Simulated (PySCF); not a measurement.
# CH4Cl2NPSi2

The system: CH4Cl2NPSi2, a molecule drawn to mimic a surface site (built as: Si site whose three back bonds go to Cl, Cl, PHSiH3; end group C≡N); neutral, singlet. The structure, one conformer, was relaxed in the gas phase by PBE0-D3(BJ)/def2-SVP. No frequency run checks that it is a minimum.

SMILES: N#C[Si](Cl)(Cl)P[SiH3]

```csv
atom,x (Å),y (Å),z (Å)
Si1,-0.621,-1.154,-0.643
Cl2,-0.701,-2.820,-1.827
Cl3,-2.310,-1.013,0.511
P4,1.175,-1.172,0.669
Si5,0.743,0.833,1.669
C6,-0.660,0.294,-1.797
N7,-0.644,1.216,-2.500
H8,2.004,-0.640,-0.368
H9,-0.130,0.547,2.841
H10,0.083,1.811,0.756
H11,2.064,1.357,2.120
```

Shieldings: GIAO PBE0/pcSseg-1. Shifts are against computed references at the same level: C TMS (σ 184.4 ppm), H TMS (σ 31.27 ppm), Si TMS (σ 352.0 ppm). Core levels by delta-SCF with SCAN, pcX-2 on the ionised atom and pcseg-1 elsewhere, spin-free X2C (2p3/2 is the spin-free 2p value less a third of a first-order spin-orbit splitting); from the vacuum level, for chosen atoms.

Q: Give the shieldings and core levels atom by atom.

A: 
```
     atoms         bonded to  σ (ppm)  δ (ppm)  core level (eV)
       Si1  1 C + 2 Cl + 1 P    338.9     13.1     2p3/2 109.32
       Cl2              1 Si    808.8        -     2p3/2 206.64
       Cl3              1 Si    834.3        -     2p3/2 206.71
        P4        2 Si + 1 H    578.6        -     2p3/2 136.78
       Si5         1 P + 3 H    425.2    -73.2                -
        C6        1 N + 1 Si     60.0    124.4        1s 292.08
        N7               1 C   -102.7        -                -
        H8               1 P    29.51     1.75                -
H9 H10 H11              1 Si    26.95     4.32                -
```

Values are those of this one static structure, with the three H of a rotating XH3 group averaged; atoms that internal rotation interchanges would show their mean in an NMR spectrum.

The core-hole state of C6 is spin-contaminated (⟨S²⟩ 0.82 against 0.75 for a pure doublet), so that value and differences from it are less sure.

Q: By CAM-B3LYP/def2-SVPD (TDDFT singlets, Tamm-Dancoff triplets, ionisation by delta-SCF), where does absorption start, and what does vertical ionisation take?

A: The lowest singlet lies at 6.01 eV (f 0.004), the strongest of the first 6 at 6.96 eV (f 0.054), the lowest triplet at 5.32 eV; vertical ionisation takes 10.21 eV.

The 3 runs behind this took 3.9 min in all, one thread each of Arm Neoverse V1 on a shared host, launched as `OMP_NUM_THREADS=1 python cluster_run.py task.json out`.
